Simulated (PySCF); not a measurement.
Task: What does the PBE0-D3(BJ)/def2-SVP structure of `C1C(C[SiH2]1)C` look like in three dimensions?

Result: 
```xyz
15
C4H10Si angstrom
C     -1.8222   -0.5178    0.0516
C     -0.3933   -0.3800    0.5442
C      0.6791   -1.2069   -0.2219
Si     1.9011    0.1762    0.2023
C      0.2335    1.0412    0.4434
H     -2.1715   -1.5602    0.1226
H     -1.8995   -0.2087   -1.0040
H     -2.5110    0.1119    0.6372
H     -0.3550   -0.6857    1.6056
H      0.8217   -2.2473    0.1023
H      0.4622   -1.2059   -1.3043
H      2.6487   -0.0516    1.4782
H      2.8624    0.6710   -0.8326
H      0.0367    1.7246    1.2814
H     -0.0835    1.5351   -0.4914
```

Any rigid rotation of these coordinates is as good. Atoms count from 1 in this order. Si4 (SiH2 silicon) has angles from 78.1° to 120.2°. The 4-membered ring C2–C3–Si4–C5 has internal angles of 78.1° to 100.1°; it is puckered, 0.16 Å rms from its mean plane, widest ring torsion 23°. The 3 C–C bonds span 1.518 Å (C1–C2, drawn single) to 1.556 Å (C2–C5, drawn single), a spread of 0.038 Å.

Bonds between heavy atoms (Å): C1–C2 1.518, C2–C3 1.556, C3–Si4 1.894, Si4–C5 1.894, C2–C5 1.556.

The calculation used PBE0-D3(BJ)/def2-SVP geometry optimisation, gas phase in PySCF 2.14.0.

Point group: Cs (tolerance 0.08 Å). Stationary, but not proved a minimum. The numbers are those of one conformer (C1–C2–C3–Si4 149°, C2–C3–Si4–C5 -19°, C3–Si4–C5–C2 19°, C1–C2–C5–Si4 -149°).
